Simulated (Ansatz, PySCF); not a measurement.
Gas-phase reaction in SMILES: C[Si](C)(C)F [fluoro(trimethyl)silane] + 4 [H][H] (H2) -> 3 C (CH4) + F (HF) + [SiH4] (SiH4)
Each molecule is optimised on its own at B3LYP-D3(BJ)/def2-TZVP (Ansatz, a program for electronic structure).

Quantity: energy of full hydrogenation (enthalpy at 298 K, with B3LYP-D3(BJ) rigid-rotor harmonic-oscillator terms from PySCF), in eV. Correlated levels leave the core frozen unless marked. No spin-orbit coupling. No relativistic terms. Basis-set limits of correlation are two-point, X^-3; Hartree-Fock from the larger set.

```json
[
 {"level": "revPBE-D3(BJ)/def2-TZVPD", "program": "Ansatz + dftd3", "energy of full hydrogenation (eV)": "1.05"},
 {"level": "B97M-V/def2-TZVPD", "program": "Ansatz", "energy of full hydrogenation (eV)": "0.94"},
 {"level": "HSE06-D3(BJ)/def2-TZVPD", "program": "Ansatz + dftd3", "energy of full hydrogenation (eV)": "0.92"},
 {"level": "LC-wPBE/def2-TZVPD", "program": "Ansatz", "energy of full hydrogenation (eV)": "?"},
 {"level": "SCS-MP2/STO-3G", "program": "Ansatz", "energy of full hydrogenation (eV)": "0.74"},
 {"level": "SCS-MP2/cc-pV(D+d)Z", "program": "Ansatz", "energy of full hydrogenation (eV)": "0.57"},
 {"level": "SCS-MP2/cc-pV(T+d)Z", "program": "Ansatz", "energy of full hydrogenation (eV)": "0.97"},
 {"level": "CCSD/STO-3G", "program": "Ansatz", "energy of full hydrogenation (eV)": "0.76"},
 {"level": "CCSD(T)/CBS(cc-pV(T+d)Z,cc-pV(Q+d)Z)", "program": "Ansatz", "energy of full hydrogenation (eV)": "1.08"}
]
```

**Question.** Complete the blanks.

**Answer.** 
- LC-wPBE/def2-TZVPD, energy of full hydrogenation (eV): 0.87
